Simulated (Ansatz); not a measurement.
Ideal-gas functions of BBrH$_{2}$O$_{2}$ (`OB(O)Br`) at 600 K and 1 bar, from an Ansatz frequency run at PBE0-D4/def2-TZVP.

Molar mass 124.73 g/mol, point group Cs (symmetry number 1), electronic degeneracy 1, moments of inertia 49.4, 176.723, 226.123 u Å². Harmonic wavenumbers (cm⁻¹, unscaled): 293, 339, 482, 530, 575, 610, 998, 1010, 1270, 1480, 3860, 3901.

Use S(trans) = R[1.5 ln M + 2.5 ln T − 1.1517]; rotational temperatures θ = 24.2544 K / I; S(rot) = R[ln(√π/σ · √(T³/θAθBθC)) + 1.5]; for each mode x = 1.438777 ν̃/T, S = R[x/(eˣ − 1) − ln(1 − e⁻ˣ)] and H = RT x/(eˣ − 1); 1 cm⁻¹ = 0.0119627 kJ/mol; R = 8.31446 J/(mol·K).

Q: By hand: the entropy, in J/(mol·K).

A: Translation 183.6. Rotation: θ = 0.491, 0.1372, 0.1073 K, giving 117.5. Vibration, mode by mode: 11.42, 10.26, 7.56, 6.86, 6.27, 5.86, 2.80, 2.73, 1.67, 1.12, 0.01, 0.01, in all 56.6. Electronic 0.0. Sum 357.7 J/(mol·K).

Q: By hand: H − E and G − E in kJ/mol, counted from the electronic energy.

A: Zero-point energy ½ × 15348 × 0.0119627 = 91.8; thermal vibration 20.0; translation, rotation and pV give 4 RT = 20.0. H − E = 131.8 kJ/mol, and G − E = 131.8 − 600 × 357.7/1000 = -82.8 kJ/mol.

Vibration gives 16 % of the entropy. The sum counts one conformer and one mirror image; others add a mixing term.
